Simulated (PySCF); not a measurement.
Heteroatom series: isoheterole (benzo[c]). Isolated molecules, 0 K electronic values unless said otherwise. Strings in code marks are SMILES.

The four lowest singlet excitations (Tamm–Dancoff). Calculation: PBE-D3(BJ)/def2-TZVP // PBE-D3(BJ)/def2-SVP in PySCF 2.14.0. Excitations are Tamm–Dancoff values on a coarser integration grid. The basis has no diffuse functions, so Rydberg states are missing or too high.

```json
[
 {"state": "S1", "energy (eV)": "1.62", "wavelength (nm)": "767", "oscillator strength": "0.023"},
 {"state": "S2", "energy (eV)": "2.91", "wavelength (nm)": "426", "oscillator strength": "0.000"},
 {"state": "S3", "energy (eV)": "3.48", "wavelength (nm)": "356", "oscillator strength": "0.000"},
 {"state": "S4", "energy (eV)": "3.50", "wavelength (nm)": "354", "oscillator strength": "0.005"}
]
```

Task: Which member gives these states?
A) `c1ccc2c[te]cc2c1`
B) `c1ccc2c[nH]cc2c1`
C) `[CH]1=c2ccccc2=[CH][GaH]1`
D) `[CH]1=c2ccccc2=[CH][GeH2]1`

Result: C, `[CH]1=c2ccccc2=[CH][GaH]1`
